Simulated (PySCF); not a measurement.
# Radial density of S⁺ (sulfur, charge +1)

UHF, [Ne] 3s2 3p2 4s1, 4s spin antiparallel (an excited configuration). All numbers are calculated (PySCF 2.14, the spin-free X2C one-electron Hamiltonian (Gaussian nucleus), in dyall-av3z (19s12p3d2f, 84 functions)).

```tsv
r (bohr)	4πr²ρ (e/bohr)	4πr²(ρα − ρβ)
0.00157	0.09349	0.0000
0.00265	0.2470	-0.0001
0.00445	0.6392	-0.0003
0.00749	1.597	-0.0008
0.0126	3.748	-0.0018
0.0212	7.913	-0.0033
0.0356	13.96	-0.0031
0.0599	18.31	0.0107
0.101	15.69	0.0718
0.170	11.96	0.2086
0.285	16.82	0.2744
0.480	13.91	0.0354
0.807	3.783	0.2296
1.36	2.971	1.2243
2.28	1.249	0.6775
3.84	0.3373	-0.2406
6.46	0.1082	-0.1080
10.9	0.0005120	-0.0005
```

Densities and radii are taken from the X2C orbitals without a picture-change correction, which distorts them close to the nucleus.

The outer electron is Rydberg-like, and this basis confines it to a smaller radius and binds it less than a complete one would. With the s spin flipped the determinant is a mixture of two multiplicities, not a spectroscopic state.
